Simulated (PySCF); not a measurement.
Isomers of C5H10F2O.

All values: PBE0/pcSseg-1 (PySCF) at GFN2-xTB geometries, gas phase, one conformer each.

Question: Rank by the highest Hirshfeld charge on any atom, highest value first.
A. `[CH3:1][CH2:2][CH2:3][O:4][C@H:5]([F:6])[CH2:7][F:8]` with C1–C2–C3–O4 -178°, C2–C3–O4–C5 -81°, C3–O4–C5–F6 -73°, O4–C5–C7–F8 -93°
B. `[CH3:1][O:2][CH2:3][CH2:4][C@H:5]([F:6])[CH2:7][F:8]` with C1–O2–C3–C4 177°, O2–C3–C4–C5 -66°, C3–C4–C5–F6 -68°, C4–C5–C7–F8 41°
C. `[CH3:1][CH2:2][O:3][CH2:4][CH2:5][CH:6]([F:7])[F:8]` with C1–C2–O3–C4 179°, C2–O3–C4–C5 -179°, O3–C4–C5–C6 64°, C4–C5–C6–F7 68°
D. `[CH3:1][CH2:2][C@H:3]([CH3:4])[O:5][CH:6]([F:7])[F:8]` with C1–C2–C3–C4 -175°, C2–C3–O5–C6 -154°, C3–O5–C6–F7 158°

Answer: D (+0.202 e), C (+0.146 e), A (+0.119 e), B (+0.058 e).

Question: Rank by the lowest IAO charge on any atom, lowest value first.
A. `[CH3:1][CH2:2][CH2:3][O:4][C@H:5]([F:6])[CH2:7][F:8]` with C1–C2–C3–O4 -178°, C2–C3–O4–C5 -81°, C3–O4–C5–F6 -73°, O4–C5–C7–F8 -93°
B. `[CH3:1][CH2:2][C@H:3]([CH3:4])[O:5][CH:6]([F:7])[F:8]` with C1–C2–C3–C4 -175°, C2–C3–O5–C6 -154°, C3–O5–C6–F7 158°
C. `[CH3:1][O:2][CH2:3][CH2:4][C@H:5]([F:6])[CH2:7][F:8]` with C1–O2–C3–C4 177°, O2–C3–C4–C5 -66°, C3–C4–C5–F6 -68°, C4–C5–C7–F8 41°

Answer: B (-0.436 e), A (-0.420 e), C (-0.400 e).

All values together:

```csv
SMILES,μ (D),HOMO (eV),LUMO (eV),lowest IAO charge (e),highest IAO charge (e),lowest Hirshfeld charge (e),highest Hirshfeld charge (e)
CCCO[C@H](F)CF,1.54,-8.37,1.29,-0.420 (C),+0.340 (C),-0.133 (O/F),+0.119 (C)
CC[C@H](C)OC(F)F,3.27,-8.77,1.30,-0.436 (C),+0.610 (C),-0.128 (C),+0.202 (C)
CCOCCC(F)F,2.97,-7.68,1.37,-0.423 (C),+0.450 (C),-0.133 (O),+0.146 (C)
COCC[C@H](F)CF,2.08,-7.54,1.51,-0.400 (O),+0.164 (C),-0.141 (O),+0.058 (C)
```

Conformers: `[CH3:1][CH2:2][CH2:3][O:4][C@H:5]([F:6])[CH2:7][F:8]` with C1–C2–C3–O4 -178°, C2–C3–O4–C5 -81°, C3–O4–C5–F6 -73°, O4–C5–C7–F8 -93°; `[CH3:1][CH2:2][C@H:3]([CH3:4])[O:5][CH:6]([F:7])[F:8]` with C1–C2–C3–C4 -175°, C2–C3–O5–C6 -154°, C3–O5–C6–F7 158°; `[CH3:1][CH2:2][O:3][CH2:4][CH2:5][CH:6]([F:7])[F:8]` with C1–C2–O3–C4 179°, C2–O3–C4–C5 -179°, O3–C4–C5–C6 64°, C4–C5–C6–F7 68°; `[CH3:1][O:2][CH2:3][CH2:4][C@H:5]([F:6])[CH2:7][F:8]` with C1–O2–C3–C4 177°, O2–C3–C4–C5 -66°, C3–C4–C5–F6 -68°, C4–C5–C7–F8 41°.
